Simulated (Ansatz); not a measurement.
```yaml
atoms:
  - { symbol: S, position_ang: [0.0000, 0.0000, 0.0000] }
  - { symbol: F, position_ang: [1.4542, 0.0000, 0.0000] }
  - { symbol: F, position_ang: [-1.4542, 0.0000, 0.0000] }
  - { symbol: F, position_ang: [0.0000, 1.4542, 0.0000] }
  - { symbol: F, position_ang: [0.0000, -1.4542, 0.0000] }
  - { symbol: F, position_ang: [0.0000, 0.0000, 1.4542] }
  - { symbol: F, position_ang: [0.0000, 0.0000, -1.4542] }
```

Basis set: cc-pVDZ (spherical functions). Correlated methods keep 11 orbitals frozen. Charge 0, multiplicity 1.

Computed with Ansatz (development build ahead of 0.2.0); each method stands on the lowest determinant of its kind that the runs found. Restricted open shells among the atoms or ions are ROHF, correlated in semicanonical orbitals with singles.

Q: Give the atomization energy at this shape (free ground-state atoms in the same class of orbitals less the molecule, no zero-point energy) of singlet SF6 by RHF-MP2, RHF.

A:

```
 method  atomization energy
RHF-MP2            13.19 eV
    RHF             5.24 eV
```

Caution: no unrestricted run beside it, a lower state can exist; the shape is not the minimum.
